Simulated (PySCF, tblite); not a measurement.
Species: C2H12BN2Si2 (doublet state).
Numbering: `[CH3:1][B:2][N:3]([SiH3:4])[SiH2:5][NH:6][CH3:7]` (hydrogens: H8, H9, H10 on C1; H11, H12, H13 on Si4; H14, H15 on Si5; H16 on N6; H17, H18, H19 on C7)

Structure used (GFN2-xTB), in Å, numbered top down from 1:
```
atom  x, y, z in Å
C1     2.529   -1.399    0.774
B2     1.132   -0.680    0.739
N3     0.767    0.544    0.212
Si4    1.659    1.839   -0.558
Si5   -0.969    0.593    0.540
N6    -1.720   -0.677   -0.339
C7    -3.151   -0.805   -0.411
H8     2.864   -1.578    1.794
H9     2.498   -2.371    0.284
H10    3.297   -0.803    0.275
H11    1.540    3.008    0.313
H12    3.050    1.415   -0.701
H13    1.045    2.066   -1.867
H14   -1.267    0.476    1.968
H15   -1.427    1.928    0.088
H16   -1.260   -1.028   -1.165
H17   -3.433   -1.847   -0.577
H18   -3.594   -0.195   -1.208
H19   -3.570   -0.477    0.537
```

Jobs on this species (19 atoms, 71 electrons) with PySCF (density fitting) and tblite. Hardware of each: Arm Neoverse V2, one thread, no GPU, shared host. Times come from a shared host and carry two figures at best.

```tsv
level and settings	work	basis functions	SCF cycles	wall time
GFN2-xTB	Hessian by finite differences	–	–	0.65 s
UKS B3LYP, pcH-1 on B C H N Si, non-relativistic, mean-field spin-orbit, GIAO	unrestricted SCF, g, hyperfine, density and orbital grids written	315	?	?
GFN2-xTB	L-BFGS relaxation	–	–	1.0 s
```

Question: Fill in the missing figures.

Answer: 
- UKS B3LYP, pcH-1 on B C H N Si, non-relativistic, mean-field spin-orbit, GIAO; unrestricted SCF, g, hyperfine, density and orbital grids written: 1.7 min, 13 SCF cycles

Question: What do all jobs in the table cost together?

Answer: About 1.7 min; the longest takes about 98 % of that, and about 160 times as long as the shortest.
